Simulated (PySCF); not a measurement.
B(CCH)(OH)2 (C2H3BO2), SMILES OB(O)C#C.

Geometry optimised at PBE0-D3(BJ)/def2-SVP. One conformer was computed; it need not be the lowest.

The numbers are results of M06-2X/def2-TZVP (PySCF), not measurements.

Symmetry labels are those of the subgroup C2v that the program uses (full group C2v).

Computed valence orbital energies around the gap with their symmetry:
| orbital | symmetry | energy (eV) |
|---|---|---|
| HOMO−7 | B2 | -15.77 |
| HOMO−6 | A1 | -15.64 |
| HOMO−5 | B2 | -13.49 |
| HOMO−4 | B1 | -13.23 |
| HOMO−3 | A1 | -11.80 |
| HOMO−2 | A2 | -11.22 |
| HOMO−1 | B1 | -9.86 |
| HOMO | B2 | -9.78 |
| LUMO | B1 | 0.26 |
| LUMO+1 | A1 | 1.16 |
| LUMO+2 | B2 | 1.24 |
| LUMO+3 | A1 | 2.42 |
